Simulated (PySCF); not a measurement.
**Electronic structure of Ar²⁺ (argon, charge +2) at the UHF level**

Configuration: [Ne] 3s2 3p4, high-spin 3P determinant. Computed with PySCF 2.14 in pcseg-2, with the non-relativistic Hamiltonian (point nucleus).

```json
{
  "Total energy": "-525.299461 hartree",
  "One-electron energy": "-709.7631 hartree",
  "Hartree (Coulomb) energy": "213.9401 hartree",
  "Exchange energy": "-29.4764 hartree",
  "Kinetic energy": "525.85867 hartree",
  "⟨S²⟩": "2.0091",
  "⟨L²⟩": "2.031",
  "Sum of ⟨r⟩": "11.83 bohr",
  "Sum of ⟨r²⟩": "15.78 bohr²",
  "Traceless quadrupole moment −½Σ⟨3z² − r²⟩ along its main axis": "-1.02 e·bohr²",
  "Density at the nucleus (Gaussians lack the cusp)": "3750 bohr⁻³",
  "Spin density at the nucleus": "0.530 bohr⁻³",
  "Langevin diamagnetic susceptibility": "-12.5 ×10⁻⁶ cm³/mol",
  "Time after the integrals": "0.06 s of wall time on 1 thread of Intel(R) Xeon(R) 6975P-C (shared host)"
}
```

```
shell  electrons  mean orbital energy (hartree)  spread (hartree)  rms radius, mean of both spins (bohr)
 1s α          1                     -119.71237                 0                                 0.0999
 1s β          1                     -119.67865                 0                                 0.0999
 2s α          1                      -13.42675                 0                                  0.449
 2s β          1                      -13.39512                 0                                  0.449
 2p α          3                      -10.68751           0.03443                                  0.417
 2p β          3                      -10.63047           0.02683                                  0.417
 3s α          1                       -2.33636                 0                                   1.45
 3s β          1                       -2.04573                 0                                   1.45
 3p α          3                       -1.60055           0.09354                                   1.59
 3p β          1                       -1.48525                 0                                   1.59
```
